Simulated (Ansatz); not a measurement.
Consider the substitution at a C–C bond: `CC1=C(Cl)[SiH2]1` + HCl → `ClC1=C(Cl)[SiH2]1` + CH₄.

Calculated with Ansatz (gas phase, PBE0-D4/def2-TZVP geometries, no zero-point term in ΔE). CBS: MP2 limit from def2 TZ/QZ plus the TZ coupled-cluster correction, frozen cores. This one scheme is used for every species. Functionals use def2-TZVPP. HSE06 is defined as in plane-wave codes.

| level | ΔE (kJ/mol) | difference from CCSD(T)/CBS |
| --- | --- | --- |
| PBE0-D4 | 25.9 | -3.7 |
| PBE | 18.8 | -10.8 |
| revPBE | 16.8 | -12.8 |
| HSE06 | 25.2 | -4.4 |
| LC-ωPBE | 30.3 | 0.7 |
| HF/def2-SVP | 46.2 | 16.6 |
| MP2/def2-SVP | 34.8 | 5.2 |
| CCSD/def2-TZVPP | 33.0 | 3.4 |
| HF/def2-QZVPP | 35.5 | 5.9 |
| HF/CBS(def2) | 35.6 | 6.0 |
| CCSD(T)/CBS | 29.6 | 0 |

Largest T1 diagnostic among the species: 0.013.

Leaving LDA and LC-ωPBE aside and taking each functional with its dispersion term where it has one, the values, not all of them listed here, spread over 11.6 kJ/mol, from BLYP-D4 to BHLYP-D4. LDA lies +6.2 kJ/mol from PBE without D4. From PBE to PBE0 (25 % exact exchange), in def2-TZVPP and without D4, ΔE moves by +6.7 kJ/mol.

CCSD(T)/CBS has its own doubt, a few kJ/mol and more with outer-core shells, so smaller differences from it don't rank the levels.
